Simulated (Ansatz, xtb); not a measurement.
## Relative energy of two isomers of C7H6O2

We compare X, `O=Cc1ccccc1O`, a singlet, with Y, `C=CC1=CC(=O)CC1=O`, a singlet. Both are isolated molecules in the gas phase, relaxed with PBE0-D3(BJ)/def2-SVP; the shapes shown needn't be the lowest conformers.

X (Å):

```yaml
atoms:
  - { symbol: C, position_ang: [0.0715, 1.8945, 0.7503] }
  - { symbol: C, position_ang: [-0.3770, 0.5184, 0.8497] }
  - { symbol: C, position_ang: [0.3234, -0.4146, 1.6343] }
  - { symbol: C, position_ang: [-0.1062, -1.7258, 1.7273] }
  - { symbol: C, position_ang: [-1.2576, -2.1139, 1.0232] }
  - { symbol: C, position_ang: [-1.9683, -1.2163, 0.2420] }
  - { symbol: C, position_ang: [-1.5407, 0.1172, 0.1409] }
  - { symbol: O, position_ang: [-0.4937, 2.7525, 0.0851] }
  - { symbol: O, position_ang: [-2.2228, 0.9690, -0.6059] }
  - { symbol: H, position_ang: [0.9902, 2.1558, 1.3264] }
  - { symbol: H, position_ang: [1.2168, -0.0811, 2.1708] }
  - { symbol: H, position_ang: [0.4380, -2.4493, 2.3365] }
  - { symbol: H, position_ang: [-1.6051, -3.1481, 1.0904] }
  - { symbol: H, position_ang: [-2.8633, -1.5161, -0.3058] }
  - { symbol: H, position_ang: [-1.7598, 1.8432, -0.5418] }
```

Y (Å):

```xyz
15

C     1.0160    0.2910    3.2898
C     0.6334   -0.8457    2.6875
C    -0.2488   -0.9234    1.5386
C    -0.6488   -2.0600    0.9136
C    -1.5486   -1.7783   -0.2247
C    -1.7193   -0.2726   -0.2975
C    -0.8735    0.2583    0.8407
O    -2.0496   -2.5972   -0.9553
O    -0.7265    1.4177    1.1346
H     0.6688    1.2617    2.9317
H     1.6851    0.2603    4.1531
H     0.9960   -1.8077    3.0663
H    -0.3647   -3.0792    1.1845
H    -2.7747    0.0202   -0.1800
H    -1.3829    0.1275   -1.2669
```

Task: Which of the two would you expect CCSD(T)/def2-SVP + ΔMP2/def2-TZVPP electronic energies to favour?

Result: Structure X; the calculation gives E(Y) − E(X) = +24.6 kcal/mol.

How the difference moves with the method:

```csv
level,geometry,E(Y) − E(X) (kcal/mol),departure from the last row (kcal/mol),"job, with rough time for the two"
GFN2-xTB,GFN2-xTB,+27.1,+2.5,"optimisation, 0.13 s"
HF/STO-3G,GFN2-xTB,+25.7,+1.1,"single point, 0.48 s"
r2SCAN-D4/def2-SVP,GFN2-xTB,+30.5,+5.9,"single point, 4.6 s"
PBE0-D3(BJ)/def2-SVP,PBE0-D3(BJ)/def2-SVP,+30.3,+5.7,"optimisation, 37 s"
HF/def2-SVP,PBE0-D3(BJ)/def2-SVP,+21.8,−2.8,part of the CCSD(T) run
MP2/def2-SVP,PBE0-D3(BJ)/def2-SVP,+28.5,+3.9,part of the CCSD(T) run
CCSD(T)/def2-SVP,PBE0-D3(BJ)/def2-SVP,+23.2,−1.4,single point
CCSD(T)/def2-SVP + ΔMP2/def2-TZVPP,PBE0-D3(BJ)/def2-SVP,+24.6,,"single point, 2.8 min"
```

As drawn, Y has 2 C=C, 4 C–C, 1 C=O, 1 C–H in place of 6 C∷C, 1 C–O, 1 O–H (∷ is an aromatic bond). Structure X has a 6-membered ring (with an aromatic ring), Y a 5-membered ring.

None of the levels shown reverses the order. The largest departure from CCSD(T)/def2-SVP + ΔMP2/def2-TZVPP is that of r2SCAN-D4/def2-SVP, 5.9 kcal/mol. The last row adds to CCSD(T) the change of the MP2 difference between the two basis sets, here +1.4 kcal/mol.

With thermal terms from frequencies at re-optimised GFN2-xTB minima (ideal gas, soft modes damped towards free rotors, one conformer each, 298.15 K, 1 atm): on the last row, ΔE + ΔZPE = +23.4, ΔH = +24.1, ΔG = +22.3 kcal/mol.

The correlated steps freeze 9 core orbitals. Codes used: Ansatz 0.2.0, xtb 6.7.1; the last row on 4 threads of Arm Neoverse V1 on a shared host.
